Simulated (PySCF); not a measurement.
Where the electron goes

C₆H₆B₂F₂.
Z-matrix (Å and degrees, PBE0-D3(BJ)/def2-SVP geometry), rows numbered from 1:
```
B 
C   1  1.5455
C   2  1.4098  1  121.12
C   3  1.3897  2  121.16  1   179.92
C   4  1.4048  3  120.38  2     0.09
B   5  1.5536  4  120.54  3  -179.90
F   6  1.3211  5  121.57  4     0.84
F   6  1.3211  5  121.34  4  -179.26
C   5  1.4048  4  119.04  3     0.05
C   9  1.3896  5  120.33  4    -0.16
H   1  1.2094  2  120.19  3     0.22
H   1  1.2093  2  120.19  3  -179.75
H   3  1.0933  2  118.98  1    -0.05
H   4  1.0930  3  120.18  2  -179.94
H   9  1.0929  5  119.45  4   179.98
H  10  1.0933  2  118.97  1    -0.05
```

Method used: PySCF, TDDFT wB97X-D/def2-SVPD, vertical, gas phase, core orbitals frozen in the response.

Frontier orbitals with the atoms that hold most of them (Löwdin shares over 4%, at most four atoms; ? is withheld):

```
orbital  ε (eV)                            atoms
 HOMO-3  -11.41  B1 35%, H12 19%, H11 19%, C2 9%
 HOMO-2  -11.30    B1 20%, C2 19%, C10 9%, C3 9%
 HOMO-1   -9.92  C2 25%, C5 24%, C3 10%, C10 10%
   HOMO       ?                                ?
   LUMO   -0.97                                ?
 LUMO+1    0.97  C3 18%, C10 18%, C4 18%, C9 18%
 LUMO+2    1.48    B1 29%, B6 14%, C2 10%, C9 7%
```

Problem. Give the leading atoms of the LUMO.

Solution. B1 (bonded to C and 2 H) 24%; C2 (bonded to B and 2 C) 15%; C5 (bonded to B and 2 C) 14%; C10 (bonded to 2 C and H) 8%. By element: carbon 36% or more, boron 24% or more.

Problem. Give the leading atoms of the HOMO.

Solution. C4 (bonded to 2 C and H) 20%; C9 (bonded to 2 C and H) 20%; C10 (bonded to 2 C and H) 20%; C3 (bonded to 2 C and H) 20%.

Problem. What is the HOMO energy, and the HOMO–LUMO gap?

Solution. ε(HOMO) = -9.64 eV; the gap is 8.67 eV (0.3186 hartree).

Problem. The HOMO–LUMO gap is 8.67 eV. Where does the response calculation put the lowest singlet, and from which orbitals?

Solution. S1 is at 4.50 eV (f = 0.038), 4.17 eV below the gap, made of HOMO→LUMO (90%), HOMO-1→LUMO+1 (9%). Without the coupling terms of the response equations the lowest excitation would equal the gap.

Problem. One configuration dominates each of S1, S2, S3 and S6. Which, and how do the shares of the two leading atoms of either orbital change from the occupied to the empty one?

Solution. 
- S1 (4.50 eV, f 0.038), HOMO→LUMO (90%): C4 20% → at most 9%, C9 20% → at most 9%, B1 at most 19% → 24%, C2 at most 19% → 15%
- S2 (5.14 eV, f 0.377), HOMO-1→LUMO (93%): C2 25% → 15%, C5 24% → 14%, B1 at most 10% → 24%
- S3 (5.42 eV, f 0.0001), HOMO-2→LUMO (92%): B1 20% → 24%, C2 19% → 15%
- S6 (6.66 eV, f 0.135), HOMO-1→LUMO+1 (71%): C2 25% → at most 18%, C5 24% → at most 18%, C3 10% → 18%, C10 10% → 18%

Löwdin shares depend on the basis, the more so with diffuse functions.

Time: 1.8 min; peak memory 1.2 GiB. Hardware: an Arm Neoverse N1 with one thread, no GPU, shared host with 64 logical CPUs at a one-minute load of 16.
